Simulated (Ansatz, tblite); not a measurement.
Removing and adding an electron: BMe2I (C₂H₆BI). Charge 0, multiplicity 1. Geometry: PBE0-D4/def2-SVP. Ansatz, gas phase; energy differences of separate SCF runs; the oxidised species was run as a doublet alone; the reduced species was run as a doublet alone.

Cartesian coordinates in Å:
```
B 0.3737 -0.0031 0.3114
C 0.2213 1.2293 -0.6333
H -0.4280 1.9474 -0.0951
H -0.3072 0.9751 -1.5659
H 1.1567 1.7578 -0.8601
C -0.5972 -1.2244 0.3208
H -0.1858 -1.9483 -0.4100
H -1.6039 -0.9591 -0.0394
H -0.6656 -1.7522 1.2814
I 2.0360 -0.0225 1.6902
```

In the def2 sets I takes a core potential; there is no spin–orbit coupling. The xTB rows come from tblite. HOMO above LUMO, or a gap near zero within one spin, warns that the state may not be the lowest or that an electron is smeared out.

```csv
level,−HOMO (eV),vertical IE (eV),−LUMO (eV),vertical EA (eV),HOMO–LUMO gap (eV),IE − EA (eV),remarks
GFN1-xTB,10.85,14.64,6.88,3.37,3.97,11.27,–
PBE-D4/def2-TZVPD,6.10,–,2.09,-0.27,4.01,–,"HOMO above zero (-1 doublet), gap within one spin near zero (-1 doublet)"
r2SCAN-D4/def2-TZVP,6.35,9.31,1.73,–,4.62,–,–
PBE0-D4/def2-TZVP,7.22,9.39,1.13,–,6.09,–,–
```

(1) Estimate the rows for GFN2-xTB, PBE-D4/def2-TZVP, r2SCAN-D4/def2-TZVPD, PBE0-D4/def2-TZVPD.

Results:

(1) 
```json
{"level": "GFN2-xTB", "−HOMO (eV)": "10.87", "vertical IE (eV)": "14.12", "−LUMO (eV)": "6.96", "vertical EA (eV)": "3.23", "HOMO–LUMO gap (eV)": "3.91", "IE − EA (eV)": "10.88", "remarks": "–"}
{"level": "PBE-D4/def2-TZVP", "−HOMO (eV)": "6.09", "vertical IE (eV)": "9.23", "−LUMO (eV)": "2.06", "vertical EA (eV)": "–", "HOMO–LUMO gap (eV)": "4.03", "IE − EA (eV)": "–", "remarks": "–"}
{"level": "r2SCAN-D4/def2-TZVPD", "−HOMO (eV)": "6.36", "vertical IE (eV)": "–", "−LUMO (eV)": "1.74", "vertical EA (eV)": "-0.37", "HOMO–LUMO gap (eV)": "4.61", "IE − EA (eV)": "–", "remarks": "HOMO above zero (-1 doublet), gap within one spin near zero (-1 doublet)"}
{"level": "PBE0-D4/def2-TZVPD", "−HOMO (eV)": "7.23", "vertical IE (eV)": "–", "−LUMO (eV)": "1.16", "vertical EA (eV)": "-0.41", "HOMO–LUMO gap (eV)": "6.07", "IE − EA (eV)": "–", "remarks": "HOMO above zero (-1 doublet)"}
```

   A HOMO above zero means that the electron is unbound at that level or that self-interaction error raises the level; the energy of removing that electron tells which. Raw xTB energy differences between charge states are shifted by several eV; the methods need an empirical correction for them. A negative affinity means that the extra electron isn't bound; its size then hangs on the basis.
